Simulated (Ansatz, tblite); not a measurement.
Removing and adding an electron: Fe(NH2)2 (FeN₂H₄). Total charge 0; quintet. Geometry: PBE0-D4/def2-TZVP. Ansatz, gas phase; energy differences of separate SCF runs; the oxidised species was run as a sextet alone; the reduced species was run as a quartet alone.

Cartesian coordinates in Å:
```
Fe 0.000 0.000 -0.001
N -0.733 -1.689 -0.174
H -0.248 -2.560 -0.019
H -1.683 -1.894 -0.444
N 0.732 1.689 0.175
H 1.190 2.211 -0.556
H 0.741 2.242 1.019
```

The xTB rows come from tblite. Correlated methods freeze 7 core orbitals; core or outer-core shells of Fe are correlated, in sets that lack core-valence functions. In CCSD on the charge 1 sextet the largest single amplitude is 0.33, so its Hartree–Fock determinant may place the open shell otherwise than the density functionals do.

```json
{"level": "GFN1-xTB", "−HOMO (eV)": "–", "vertical IE (eV)": "15.19", "−LUMO (eV)": "–", "vertical EA (eV)": "6.39", "HOMO–LUMO gap (eV)": "–", "IE − EA (eV)": "8.80", "remarks": "–"}
{"level": "GFN2-xTB", "−HOMO (eV)": "–", "vertical IE (eV)": "12.43", "−LUMO (eV)": "–", "vertical EA (eV)": "4.44", "HOMO–LUMO gap (eV)": "–", "IE − EA (eV)": "8.00", "remarks": "–"}
{"level": "PBE-D4/def2-TZVP", "−HOMO (eV)": "3.72", "vertical IE (eV)": "7.57", "−LUMO (eV)": "3.34", "vertical EA (eV)": "–", "HOMO–LUMO gap (eV)": "0.38", "IE − EA (eV)": "–", "remarks": "–"}
{"level": "PBE-D4/def2-TZVPD", "−HOMO (eV)": "3.91", "vertical IE (eV)": "–", "−LUMO (eV)": "3.51", "vertical EA (eV)": "0.77", "HOMO–LUMO gap (eV)": "0.40", "IE − EA (eV)": "–", "remarks": "HOMO above zero (-1 quartet)"}
{"level": "revPBE-D4/def2-TZVP", "−HOMO (eV)": "3.68", "vertical IE (eV)": "7.51", "−LUMO (eV)": "3.18", "vertical EA (eV)": "–", "HOMO–LUMO gap (eV)": "0.50", "IE − EA (eV)": "–", "remarks": "–"}
{"level": "BLYP-D4/def2-TZVP", "−HOMO (eV)": "3.72", "vertical IE (eV)": "7.58", "−LUMO (eV)": "3.37", "vertical EA (eV)": "–", "HOMO–LUMO gap (eV)": "0.34", "IE − EA (eV)": "–", "remarks": "–"}
{"level": "r2SCAN-D4/def2-TZVP", "−HOMO (eV)": "4.12", "vertical IE (eV)": "7.51", "−LUMO (eV)": "2.94", "vertical EA (eV)": "–", "HOMO–LUMO gap (eV)": "1.18", "IE − EA (eV)": "–", "remarks": "–"}
{"level": "r2SCAN-D4/def2-TZVPD", "−HOMO (eV)": "4.27", "vertical IE (eV)": "–", "−LUMO (eV)": "3.08", "vertical EA (eV)": "0.64", "HOMO–LUMO gap (eV)": "1.19", "IE − EA (eV)": "–", "remarks": "HOMO above zero (-1 quartet), spin-contaminated (⟨S²⟩ 3.88) (-1 quartet)"}
{"level": "PBE0-D4/def2-TZVP", "−HOMO (eV)": "6.33", "vertical IE (eV)": "7.81", "−LUMO (eV)": "1.99", "vertical EA (eV)": "–", "HOMO–LUMO gap (eV)": "4.35", "IE − EA (eV)": "–", "remarks": "–"}
{"level": "PBE0-D4/def2-TZVPD", "−HOMO (eV)": "6.49", "vertical IE (eV)": "–", "−LUMO (eV)": "2.13", "vertical EA (eV)": "0.47", "HOMO–LUMO gap (eV)": "4.37", "IE − EA (eV)": "–", "remarks": "HOMO above zero (-1 quartet), spin-contaminated (⟨S²⟩ 3.93) (-1 quartet)"}
{"level": "CAM-B3LYP-D4/def2-TZVP", "−HOMO (eV)": "8.01", "vertical IE (eV)": "8.05", "−LUMO (eV)": "1.16", "vertical EA (eV)": "–", "HOMO–LUMO gap (eV)": "6.85", "IE − EA (eV)": "–", "remarks": "–"}
{"level": "B2PLYP/def2-TZVP", "−HOMO (eV)": "–", "vertical IE (eV)": "7.71", "−LUMO (eV)": "–", "vertical EA (eV)": "–", "HOMO–LUMO gap (eV)": "–", "IE − EA (eV)": "–", "remarks": "–"}
{"level": "CCSD/def2-TZVP", "−HOMO (eV)": "–", "vertical IE (eV)": "7.94", "−LUMO (eV)": "–", "vertical EA (eV)": "–", "HOMO–LUMO gap (eV)": "–", "IE − EA (eV)": "–", "remarks": "large T1 (0.066) (+1 sextet)"}
{"level": "CCSD(T)/def2-TZVP", "−HOMO (eV)": "–", "vertical IE (eV)": "7.75", "−LUMO (eV)": "–", "vertical EA (eV)": "–", "HOMO–LUMO gap (eV)": "–", "IE − EA (eV)": "–", "remarks": "large T1 (0.066) (+1 sextet)"}
```

Run but left out: HF/def2-TZVP, MP2/def2-TZVP (charge +1 sextet: a determinant that CCSD turns far, T1 0.066). At PBE0-D4/def2-TZVP the highest occupied level of the quintet has α spin (-6.26 eV), and emptying it gives a quartet, which wasn't run; the ionisation energy to the sextet shown is then probably not the lowest one.  A HOMO above zero means that the electron is unbound at that level or that self-interaction error raises the level; the energy of removing that electron tells which. HOMO and LUMO are the levels of the spin that leaves or enters (xTB has no such levels and no spin-polarisation term). Other spin states of the ions may lie lower, which would lower the ionisation energy or raise the affinity. Raw xTB energy differences between charge states are shifted by several eV; the methods need an empirical correction for them.
